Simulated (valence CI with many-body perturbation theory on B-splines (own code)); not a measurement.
**Eu²⁹⁺: electric-dipole lines**

Computed by relativistic CI+MBPT: six valence electrons over a frozen Dirac-Fock core [Ar] 3d10, radial functions for each j: 9 s, 9 p, 8 d, 6 f, 3 g, 1 h, with the one-electron correlation potential Σ1, the two-electron term Σ2, the three-electron term Σ3, Breit, model QED; selected CI, second order for the rest, scaled by the run's own slope (own B-spline code, finite nucleus).

The last digits are not significant, and no measured levels were compared; by estimate large intervals hold to a few tenths of a per cent, small ones and those within an open d or f shell to about a per cent. Among the levels kept, up to 630 cm⁻¹ of a level comes from second order outside the variational space, and about a tenth of that is noise between levels of different J, which matters for small intervals.

Lines 51 to 90 of 90 in falling wavelength, among levels below 182.27 eV, chosen from the strongest by gf and those to the six lowest levels. Wavelengths and rates use the calculated energies. Electric multipoles are in the length gauge, E1 and E2 with the static RPA response of the core. Weak lines are less certain than strong ones. Lines between different terms over intervals too small for the method are left out, as are lines whose strength nearly cancels. The highest levels of a list are the least certain.

Levels are named by their leading jj configuration (3d3/2^4 stands for four electrons in 3d with j = 3/2), which in mixed levels can hold well under half, so a name can repeat and another be missing. Letters in brackets count levels of one name in rising energy.

```csv
λ vac (nm),Upper,Lower,A (s⁻¹),S (a.u.)
9.516,(4s^2 4p1/2 4p3/2^2 4d3/2) J=1 [c],(4s^2 4p1/2 4p3/2^3) J=2,1.12e+09,1.43e-03
9.485,(4s^2 4p1/2 4p3/2^2 4d5/2) J=3 [b],(4s^2 4p1/2 4p3/2^3) J=2,2.09e+09,6.15e-03
9.470,(4s^2 4p1/2^2 4p3/2 4d5/2) J=1,(4s^2 4p1/2^2 4p3/2^2) J=0,1.36e+11,1.70e-01
9.410,(4s^2 4p1/2 4p3/2^2 4d5/2) J=2 [a],(4s^2 4p1/2 4p3/2^3) J=1,5.85e+08,1.20e-03
9.390,(4s^2 4p1/2 4p3/2^2 4d5/2) J=0,(4s^2 4p1/2 4p3/2^3) J=1,1.78e+11,7.25e-02
9.319,(4s^2 4p1/2 4p3/2^2 4d5/2) J=2 [b],(4s^2 4p1/2 4p3/2^3) J=2,1.01e+11,2.01e-01
9.311,(4s^2 4p1/2^2 4p3/2 4d5/2) J=3,(4s^2 4p1/2^2 4p3/2^2) J=2,1.57e+11,4.38e-01
9.260,(4s^2 4p1/2 4p3/2^2 4d3/2) J=1 [c],(4s^2 4p1/2 4p3/2^3) J=1,1.04e+11,1.22e-01
9.229,(4s^2 4p1/2 4p3/2^2 4d3/2) J=1 [d],(4s^2 4p1/2 4p3/2^3) J=2,1.77e+11,2.07e-01
9.117,(4s^2 4p1/2 4p3/2^2 4d5/2) J=3 [c],(4s^2 4p1/2 4p3/2^3) J=2,2.11e+11,5.53e-01
9.073,(4s^2 4p1/2 4p3/2^2 4d5/2) J=2 [b],(4s^2 4p1/2 4p3/2^3) J=1,8.94e+10,1.65e-01
9.010,(4s^2 4p1/2^2 4p3/2 4d5/2) J=1,(4s^2 4p1/2^2 4p3/2^2) J=2,8.42e+07,9.12e-05
8.988,(4s^2 4p1/2 4p3/2^2 4d3/2) J=1 [d],(4s^2 4p1/2 4p3/2^3) J=1,1.50e+10,1.61e-02
8.964,(4s^2 4p1/2 4p3/2^2 4d5/2) J=1 [b],(4s^2 4p1/2 4p3/2^3) J=2,3.00e+11,3.20e-01
8.836,(4s^2 4p1/2 4p3/2^2 4d5/2) J=2 [c],(4s^2 4p1/2 4p3/2^3) J=2,2.34e+11,3.98e-01
8.835,(4s^2 4p1/2 4p3/2^2 4d3/2) J=1 [a],(4s^2 4p1/2^2 4p3/2^2) J=0,1.74e+09,1.78e-03
8.737,(4s^2 4p1/2 4p3/2^2 4d5/2) J=1 [b],(4s^2 4p1/2 4p3/2^3) J=1,1.23e+11,1.22e-01
8.614,(4s^2 4p1/2 4p3/2^2 4d5/2) J=2 [c],(4s^2 4p1/2 4p3/2^3) J=1,3.88e+11,6.12e-01
8.482,(4s^2 4p1/2 4p3/2^2 4d5/2) J=1 [a],(4s^2 4p1/2^2 4p3/2^2) J=0,1.13e+10,1.02e-02
8.433,(4s^2 4p1/2 4p3/2^2 4d3/2) J=1 [a],(4s^2 4p1/2^2 4p3/2^2) J=2,1.63e+08,1.45e-04
8.327,(4s^2 4p1/2 4p3/2^2 4d3/2) J=2 [a],(4s^2 4p1/2^2 4p3/2^2) J=2,4.97e+09,7.08e-03
8.189,(4s^2 4p1/2 4p3/2^2 4d3/2) J=3 [a],(4s^2 4p1/2^2 4p3/2^2) J=2,5.87e+09,1.11e-02
8.112,(4s^2 4p1/2 4p3/2^2 4d5/2) J=1 [a],(4s^2 4p1/2^2 4p3/2^2) J=2,2.48e+10,1.96e-02
7.913,(4s^2 4p1/2 4p3/2^2 4d5/2) J=3 [a],(4s^2 4p1/2^2 4p3/2^2) J=2,7.33e+09,1.25e-02
7.829,(4s^2 4p1/2 4p3/2^2 4d3/2) J=1 [b],(4s^2 4p1/2^2 4p3/2^2) J=0,6.39e+08,4.54e-04
7.794,(4s^2 4p1/2 4p3/2^2 4d3/2) J=2 [b],(4s^2 4p1/2^2 4p3/2^2) J=2,4.03e+10,4.70e-02
7.535,(4s^2 4p1/2 4p3/2^2 4d3/2) J=1 [c],(4s^2 4p1/2^2 4p3/2^2) J=0,2.76e+11,1.75e-01
7.512,(4s^2 4p1/2 4p3/2^2 4d3/2) J=1 [b],(4s^2 4p1/2^2 4p3/2^2) J=2,5.11e+11,3.21e-01
7.441,(4s^2 4p1/2 4p3/2^2 4d3/2) J=2 [c],(4s^2 4p1/2^2 4p3/2^2) J=2,7.08e+11,7.20e-01
7.381,(4s^2 4p1/2 4p3/2^2 4d3/2) J=3 [b],(4s^2 4p1/2^2 4p3/2^2) J=2,8.34e+11,1.16e+00
7.354,(4s^2 4p1/2 4p3/2^2 4d3/2) J=1 [d],(4s^2 4p1/2^2 4p3/2^2) J=0,3.90e+11,2.29e-01
7.333,(4s^2 4p1/2 4p3/2^2 4d5/2) J=2 [a],(4s^2 4p1/2^2 4p3/2^2) J=2,1.42e+10,1.38e-02
7.241,(4s^2 4p1/2 4p3/2^2 4d3/2) J=1 [c],(4s^2 4p1/2^2 4p3/2^2) J=2,2.31e+11,1.30e-01
7.223,(4s^2 4p1/2 4p3/2^2 4d5/2) J=3 [b],(4s^2 4p1/2^2 4p3/2^2) J=2,1.05e+08,1.37e-04
7.185,(4s^2 4p1/2 4p3/2^2 4d5/2) J=1 [b],(4s^2 4p1/2^2 4p3/2^2) J=0,2.07e+11,1.14e-01
7.127,(4s^2 4p1/2 4p3/2^2 4d5/2) J=2 [b],(4s^2 4p1/2^2 4p3/2^2) J=2,7.68e+10,6.86e-02
7.074,(4s^2 4p1/2 4p3/2^2 4d3/2) J=1 [d],(4s^2 4p1/2^2 4p3/2^2) J=2,8.31e+10,4.35e-02
7.008,(4s^2 4p1/2 4p3/2^2 4d5/2) J=3 [c],(4s^2 4p1/2^2 4p3/2^2) J=2,7.19e+10,8.55e-02
6.917,(4s^2 4p1/2 4p3/2^2 4d5/2) J=1 [b],(4s^2 4p1/2^2 4p3/2^2) J=2,3.81e+08,1.87e-04
6.840,(4s^2 4p1/2 4p3/2^2 4d5/2) J=2 [c],(4s^2 4p1/2^2 4p3/2^2) J=2,3.94e+10,3.11e-02
```
